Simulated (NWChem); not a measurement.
# C2HBF2O; SMILES FB1OC=C1F

```xyz
7

F      1.0474    -1.7721     0.0000
B      0.1941    -0.7732     0.0000
O     -1.2042    -0.8723     0.0000
C     -1.1886     0.5907     0.0000
C      0.1422     0.8123     0.0000
F      0.8862     1.9103     0.0000
H     -2.1454     1.1328     0.0000
```
Atoms are numbered in this order, from 1.

Level: PBE-D3(BJ)/def2-SVP (NWChem), optimised geometry, unscaled harmonic frequencies. 

```csv
frequency (cm⁻¹),IR intensity (km/mol)
149,4.9
247,1.0
335,0.1
498,9.4
600,9.8
600,56.3
698,16.0
807,43.1
810,25.7
1021,106.6
1199,111.8
1236,41.3
1502,368.9
1696,68.8
3167,3.4
```

* **zero-point energy**: 20.8 kcal/mol
* **thermal correction to the enthalpy at 298.15 K (with zero-point energy)**: 24.7 kcal/mol
* **heat capacity Cv**: 17.5 cal/(mol K)
* **entropy at 298.15 K and 1 atm (symmetry number 1)**: 74.0 cal/(mol K)
* **dipole moment**: 1.12 D

Rigid rotor and harmonic oscillator.
